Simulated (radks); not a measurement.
Q: Radial electron density D(r) = 4 pi r^2 rho(r) of an atom or ion with 11 electrons. All-electron calculation, Dirac Kohn-Sham, BLYP, spin-unpolarised, spherical densities, finite nucleus; Fermi nuclear charge, rms radius of each element as measured or else 0.836 A^(1/3) + 0.57 fm. Program: a radial shooting solver on a logarithmic mesh with Libxc functionals.

```
   r/bohr * D(r) (the largest magnitude, 102, reaches the edge; | marks zero)
 0.001745 |      *
 0.001936 |       *
 0.002165 |        *
 0.002403 |          *
 0.002688 |            *
 0.002982 |              *
 0.003309 |                *
 0.003701 |                  *
 0.004107 |                     *
 0.004593 |                        *
 0.005097 |                           *
 0.005701 |                              *
 0.006326 |                                 *
 0.007075 |                                    *
 0.007851 |                                       *
 0.008781 |                                          *
 0.009744 |                                             *
   0.0109 |                                               *
  0.01209 |                                                *
  0.01342 |                                                *
  0.01501 |                                                *
  0.01665 |                                               *
  0.01863 |                                             *
  0.02067 |                                            *
  0.02312 |                                         *
  0.02565 |                                        *
  0.02869 |                                       *
  0.03184 |                                       *
  0.03561 |                                         *
  0.03951 |                                           *
  0.04384 |                                              *
  0.04904 |                                                  *
  0.05441 |                                                     *
  0.06086 |                                                      *
  0.06753 |                                                     *
  0.07554 |                                                 *
  0.08382 |                                            *
  0.09375 |                                    *
    0.104 |                            *
   0.1164 |                    *
   0.1291 |              *
   0.1444 |         *
   0.1602 |      *
   0.1778 |     *
   0.1989 |   *
   0.2207 |  *
   0.2468 |  *
   0.2739 | *
   0.3063 |*
   0.3399 *
   0.3802 *
   0.4218 *
   0.4718 *
   0.5236 *
   0.5856 *
   0.6498 *
```

What is the nuclear charge?

A: Z = 68. The innermost maximum, from 1s, lies near gamma/Z bohr with gamma = sqrt(1 - (Z/c)^2) = 0.868, here 0.0128 bohr (found: 0.0136), and its height grows with Z. The density is that of the erbium ion Er57+ in [Ne] 3s1; the configuration itself is not fixed sharply by these data, and Z only to a few units. D(r) has 2 maxima, at r = 0.0136, 0.0614 bohr, and minima at 0.0296 bohr, inside which lie 2.11 electrons.
